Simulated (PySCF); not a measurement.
PySCF input file for CH3GaI2, SMILES [CH3][Ga]([I])[I], IEF-PCM-PBE0/def2-SVP. Coordinates come from a PBE0-D3(BJ)/def2-SVP optimisation. The def2 effective core potentials stand for the cores of I; spin–orbit coupling is left out.

```python
import numpy as np
from pyscf import gto, scf, dft
from pyscf.solvent import pcm

mol = gto.M(
    atom='''
    Ga    0.68427767   -0.20521541    0.42719946
    I    -1.31356067   -1.68995003    0.34223794
    I     0.50428515    1.93172054   -0.84038160
    C     2.30372794   -0.68677234    1.40456638
    H     2.71264086    0.19934035    1.91060999
    H     3.05214032   -1.05241544    0.68449816
    H     2.09184556   -1.47844979    2.13592462
    ''',
    basis='def2-SVP',
    ecp={'I': 'def2-svp'},
    charge=0,
    spin=0,
    max_memory=1600,
    verbose=3,
)
mf = dft.RKS(mol, xc='pbe0').density_fit(auxbasis='def2-universal-jkfit')
mf.grids.level = 3
mf.conv_tol = 1e-9
mf.max_cycle = 100
mf.kernel()
res = {}
for name, eps in {'water': 78.355, 'chlorobenzene': 5.6968, 'benzene': 2.2706}.items():
    s = mf.PCM()
    s.with_solvent.method, s.with_solvent.eps, s.with_solvent.lebedev_order = 'IEF-PCM', eps, 29
    s.kernel(mf.make_rdm1())
    res[name] = (s.e_tot, eps, s.dip_moment(), s.mo_energy, s.converged)
    print(f'{name}: electrostatic solvation free energy {(s.e_tot - mf.e_tot) * 627.509474:.3f} kcal/mol')
```

It prints:

```
converged SCF energy = -2559.7357230954

WARN: PCM is an experimental feature. It is still in testing.
Features and APIs may be changed in the future.

converged SCF energy = -2559.74221139744
Dipole moment(X, Y, Z, Debye):  2.67865, -0.80694,  1.61311
water: electrostatic solvation free energy -4.071 kcal/mol

WARN: PCM is an experimental feature. It is still in testing.
Features and APIs may be changed in the future.

converged SCF energy = -2559.74053848098
Dipole moment(X, Y, Z, Debye):  2.46677, -0.74454,  1.48403
chlorobenzene: electrostatic solvation free energy -3.022 kcal/mol

WARN: PCM is an experimental feature. It is still in testing.
Features and APIs may be changed in the future.

converged SCF energy = -2559.73850814831
Dipole moment(X, Y, Z, Debye):  2.21542, -0.66934,  1.33354
benzene: electrostatic solvation free energy -1.748 kcal/mol
```

The calculation finished and met its thresholds.
